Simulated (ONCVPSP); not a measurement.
# arsenic (As): one change to an ONCV potential, before and after

arsenic, optimised norm-conserving Vanderbilt (ONCV), made with ONCVPSP 4.0.1 (PBE, scalar-relativistic). Core [Ar], reference 3d10 4s1.5 4p3.5. Waves: 4s: rc 1.65 bohr, ncon 4, nbas 7, qcut 3.7 1/bohr, 1 projector; 4p: rc 2.00 bohr, ncon 3, nbas 7, qcut 4.8 1/bohr, 3 projectors, debl 1.8 Ha; 3d: rc 1.15 bohr, ncon 5, nbas 9, qcut 12.4 1/bohr, 2 projectors, debl 2.6 Ha. Local part: polynomial inside 1.15 bohr (lpopt 5, dvloc0 2 Ha). Core correction: Teter function fitted to the true core (icmod 2), fcfact 0.55.

All-electron outer shells of the reference configuration (PBE, scalar-relativistic, ld1.x):

| shell | level (eV) | outermost node (bohr) | outermost maximum (bohr) |
| --- | --- | --- | --- |
| 3s | -191.17 | 0.25 | 0.52 |
| 3p | -134.54 | 0.22 | 0.52 |
| 3d | -41.48 | – | 0.47 |
| 4s | -14.94 | 0.73 | 1.61 |
| 4p | -5.52 | 0.78 | 1.97 |

Change: local potential polynomial inside 1.15 bohr (lpopt 5, dvloc0 -2.5 Ha).

Cutoffs: the cutoffs (Ha) at which the residual kinetic energy of the hardest occupied pseudo-wave falls to 1 and 0.1 mHa per electron; they do not see the model core or the augmentation charge, which bear on the density cutoff. Errors are all-electron minus pseudo energies relative to the spin-unpolarised reference configuration.

Task: What does the change do?

Result: The potential gets neither clearly harder nor softer (77 Ha and 207 Ha → 77 Ha and 207 Ha); a bound ghost appears in s, which as a rule spoils a file; the lowest positive-energy flag moves from s at 2.7 eV to p at 236.5 eV; of the 4 tests that both files solve, the error grows in 2 and shrinks in 2 by more than 15 % and 0.3 meV (median size 2.0 → 5.1 meV); the range in which the s phases agree widens (upper end -0.0 → 3.9). In the separable form a ghost depends on how the local part lies against the semilocal potential of the channel, so the choice of the local part can create or remove one.

```tsv
quantity	base	changed
cutoff, loose	77 Ha	77 Ha
cutoff, tight	207 Ha	207 Ha
bound ghosts	none	s
GHOST(+) flags under 300 eV	s at 2.7 eV	p at 236.5 eV
error for 3d10 4s2 4p3, meV [ΔE -4.68 eV]	+1.4	+0.9
error for 3d10 4s2 4p2, meV [ΔE 4.47 eV]	-0.5	-1.1
error for 3d10 4s2 4p1, meV [ΔE 22.39 eV]	+2.6	-9.1
error for 3d10 4s1 4p0, meV [ΔE 100.74 eV]	+82	-52
s: phases at 1.67 bohr within 0.05 rad from the reference energy up to (Ha; the scan ends near 5)	-0.0	3.9
p: phases at 2.02 bohr within 0.05 rad from the reference energy up to (Ha; the scan ends near 5)	to the end of the scan	to the end of the scan
d: phases at 1.17 bohr within 0.05 rad from the reference energy up to (Ha; the scan ends near 5)	to the end of the scan	to the end of the scan
rms error of d²Exc/dni dnj with the model core, mHa	1.69	1.69
```

 A true bound ghost makes a file unfit for plane-wave use even where its test errors are small: the radial tests pick states by their node count and pass the ghost by.
